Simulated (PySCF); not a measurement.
## C2H6AsGa: core ionisation energies

Species: C2H6AsGa.
Numbering: `[CH:1]#[C:2][GaH2-:3][AsH3+:4]`

Method: delta-SCF UKS SCAN, pcX-2 on the ionised atom, pcseg-1 elsewhere, spin-free X2C in PySCF. Binding energies are ΔSCF values: E(core-ionised, relaxed orbitals) − E(ground state) at a fixed geometry, referred to the vacuum level.

**Question.** Give the core binding energies atom by atom.

**Answer.** 
```tsv
atom(s)	bonded to	level	binding energy (eV)	above the level's lowest (eV)	count
C1	C (triple bond) and H	C 1s	289.67	+0.14	1
C2	C (triple bond) and Ga	C 1s	289.53	0.00	1
```

The 2 C 1s values lie within 0.14 eV of each other; Gaussian lines of 0.5 eV full width would blend them into one maximum.

**Question.** What is the longest wavelength that can ionise C 1s of C2 vertically?

**Answer.** λ = hc/E = 12398.42 eV Å / 289.53 eV = 42.823 Å.

The unrestricted hole states depart most from a pure doublet (⟨S²⟩ = 0.75; over 0.85 named) for C 1s of C2 (0.88), which makes this value less certain. No level of arsenic or gallium is listed. Isolated species at its PBE0-D3(BJ)/def2-SVP geometry, gas phase.

The run took 13 s wall on an Arm Neoverse V2 with one thread, no GPU (shared host).
